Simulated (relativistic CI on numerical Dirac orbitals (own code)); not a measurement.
## Hyperfine structure of Ca VI, mass number 43

Method of calculation: Dirac-Coulomb-Breit CI, orbitals from a KLI potential per configuration, model QED (radiative potential, 1s self-energy scaled to tabulated hydrogen-like ionisation energies), valence Slater integrals scaled by 0.85, P86 correlation energy added to each configuration (own radial code, finite nucleus).

CI space (outside the closed core [Ne]): 3s2 3p3, 3s 3p4, 3s2 3p2 3d, 3p5, 3s 3p3 3d, 3s2 3p2 4s, 3p4 3d, 3s2 3p2 4p, 3s 3p2 3d2, 3s2 3p2 4d, 3s2 3p2 4f, 3s2 3p2 5s, 3s 3p3 4s, 3s2 3p2 5p, 3s2 3p 3d2, 3s2 3d3, 3s 3p 3d3, 3s2 3d2 4s, 3s2 3d2 4p, 3s2 3d2 4d, 3p3 3d2, 3p2 3d3, 3p2 3d2 4s, 3p2 3d2 4p, 3p2 3d2 4d. Double excitations out of closed p, d and f shells are left out; levels of such configurations are missing from the list, as are those of other unlisted configurations, and high levels can miss mixing partners. These lack a partner that the ground configuration has and come out too high: 3s2 3p2 4f, 3s2 3p2 5s, 3s 3p3 4s, 3s2 3p2 5p.

Nuclear spin I = 7/2, μ = -1.31733 μN, Q = -0.0408 b (tables of Stone and Pyykkö). The electronic factors are computed for point nuclear moments, without core polarisation or the Bohr-Weisskopf and QED corrections.

```
          Level  E (cm⁻¹)  A (MHz)  B (MHz)
3s2 3p3 2D°_3/2   25862.2   -508.6      -39
3s2 3p3 2D°_5/2   26304.0   -874.6     1.38
3s2 3p3 2P°_1/2   42141.2    -2350         
3s2 3p3 2P°_3/2   42734.9   -508.1     39.2
  3s 3p4 4P_5/2  160665.7    -2059    -84.1
  3s 3p4 4P_3/2  162640.8    -1990     66.7
  3s 3p4 4P_1/2  163695.7    -4324         
  3s 3p4 2D_3/2  196884.2      554      122
```

Levels with J = 0, under 50 % of one LS term, or S terms without an open s electron are left out. Small factors come from cancelling terms and can be off by tens of per cent or more.

At this charge configurations can still be misplaced by up to about 7 % of their energy. 6 of the 6 excited levels that our extract of the measured tables holds in this range could be paired (the sources list more); they are missed by 11272 cm⁻¹ on average and 17716 at most, and levels without a partner can miss by more. Some levels of the ground configuration have no partner and can miss by 10 % or more.

Q: Give the hyperfine levels of 3s2 3p3 2D°_5/2 relative to its centre of gravity.

A: With K = F(F + 1) − I(I + 1) − J(J + 1), E = AK/2 + B[¾K(K + 1) − I(I + 1)J(J + 1)]/[2I(2I − 1)J(2J − 1)]: F = 1: 9840, F = 2: 8090, F = 3: 5466, F = 4: 1967, F = 5: -2405, F = 6: -7652 MHz.

LS names give the leading component of a level, which can be under half, so a name can repeat, a term be missing and a line seem to break the LS rules.
